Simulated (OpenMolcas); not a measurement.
**Zr3+: effect of the IPEA shift**

* Program: OpenMolcas 26.06
* Basis: ANO-RCC-VTZP [7s6p4d2f1g]
* Scalar Hamiltonian: DKH2, point nucleus
* Active space: 1 electron in 9 orbitals (RAS2 4d 5s; RAS3 5p, at most 1 electron)
* State averaging: 2S+1 = 2 even, 6 roots; 2S+1 = 2 odd, 3 roots
* Spin-orbit coupling: state interaction with AMFI integrals over the reference wave functions, term energies averaged over their components

Methods on the same reference wave functions:
A. RASSCF
B. SS-RASPT2, IPEA 0 Eh, imaginary shift 0.1 Eh (closed shells correlated: 4s 4p)
C. SS-RASPT2, IPEA 0.25 Eh, imaginary shift 0.1 Eh (closed shells correlated: 4s 4p)

Energies in eV above 4d ²D_3/2, the measured ground level; measured values from the list in Rauch et al., Astron. Astrophys. 599, A142 (2017).

| Level | A | B | C | Measured |
| --- | --- | --- | --- | --- |
| 4d ²D_3/2 | 0.0000 | 0.0000 | 0.0000 | 0.0000 |
| 4d ²D_5/2 | 0.1512 | 0.1512 | 0.1512 | 0.1551 |
| 5s ²S_1/2 | 4.8472 | 4.797 | 4.805 | 4.7434 |
| 5p ²P°_1/2 | 9.9409 | 10.230 | 10.217 | 10.1638 |
| 5p ²P°_3/2 | 10.1574 | 10.446 | 10.433 | 10.4719 |

Deviations, from unrounded energies. A percentage is the sum of absolute deviations over the sum of measured energies, with the sign that they share, or ± where signs differ.

| Against measurement | Levels | A | B | C |
| --- | --- | --- | --- | --- |
| mean absolute deviation (cm-1) | 4 | 1300 | 300 | 320 |
| fine structure of the ground term (%) | 1 | -2.5 | -2.5 | -2.5 |
| other configurations (%) | 3 | ±2.5 | ±0.6 | ±0.6 |

B, C lie about equally close to measurement and A furthest from it. The largest miss of B in the table is 5p ²P°_1/2, by +530 cm-1. The ranking rests on the paired levels alone, and a cruder setting can come out closer through cancelling errors.

Between B and C the level of the table that moves most is 5p ²P°_1/2, by 100 cm-1 (lowest in C, highest in B).

The lowest spin-free term lies below A's lowest term by 0.231 hartree in B, 0.229 hartree in C.

With one active electron the reference holds no correlation, so core polarisation is missing (holds for A). With one active electron, CASPT2 adds the correlation within the correlated inactive shells and between them and that electron, and leaves the splitting within a term as the reference gives it (holds for B; C). Measured partners are found by configuration, term and J. A level has none where our copy of the source lacks it or the pairing is in doubt (some pairs that miss far off the trend of their configuration count as doubtful), and it then counts in no deviation. Levels of configurations outside the active space are missing.

° marks odd parity.
